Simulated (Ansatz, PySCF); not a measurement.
Breaking a bond: SBe, lowest singlet found (which spin is the ground state isn't settled by this scan).

Methods: RKS-B3LYP/6-31G* = restricted B3LYP/6-31G*, spherical d in PySCF; RCCSDT = Ansatz (an electronic-structure program) with CCSDT on RHF/cc-pVDZ, frozen core; FCI = Ansatz with full CI/cc-pVDZ, frozen core.

Energies relative to the lowest point of each curve between 1.45 and 2.16 Å, where full CI is lowest, in eV:

```json
[
 {"R / Å": "1.45", "RKS-B3LYP/6-31G*": "1.935", "RCCSDT": "2.206"},
 {"R / Å": "1.55", "RKS-B3LYP/6-31G*": "0.727", "RCCSDT": "0.894"},
 {"R / Å": "1.66", "RKS-B3LYP/6-31G*": "0.123", "RCCSDT": "0.192"},
 {"R / Å": "1.75", "RKS-B3LYP/6-31G*": "0.000", "RCCSDT": "0.000"},
 {"R / Å": "1.84", "RKS-B3LYP/6-31G*": "0.092", "RCCSDT": "0.033"},
 {"R / Å": "1.89", "RKS-B3LYP/6-31G*": "0.207", "RCCSDT": "0.118"},
 {"R / Å": "1.98", "RKS-B3LYP/6-31G*": "0.489", "RCCSDT": "0.353"},
 {"R / Å": "2.03", "RKS-B3LYP/6-31G*": "0.675", "RCCSDT": "0.515"},
 {"R / Å": "2.10", "RKS-B3LYP/6-31G*": "0.953", "RCCSDT": "0.764"},
 {"R / Å": "2.16", "RKS-B3LYP/6-31G*": "1.202", "RCCSDT": "0.990"}
]
```

**Question.** What does FCI give at the same points?

**Answer.** 1.45: 2.211; 1.55: 0.897; 1.66: 0.194; 1.75: 0.000; 1.84: 0.030; 1.89: 0.114; 1.98: 0.346; 2.03: 0.506; 2.10: 0.754; 2.16: 0.979 (eV).

The scan ran from 1.45 to 6.81 Å; beyond the distances shown full CI changes its symmetry label. The restricted form behind RKS-B3LYP/6-31G* keeps the bonding electrons paired and can't separate into open-shell fragments. The T1 diagnostic of CCSD on the restricted reference of RCCSDT exceeds 0.045 at 2.16 Å. Also computed but left out beside FCI, since their determinant holds another spin at the minimum (<S²> over 0.7 above the pure value): UHF, UHF/STO-3G.
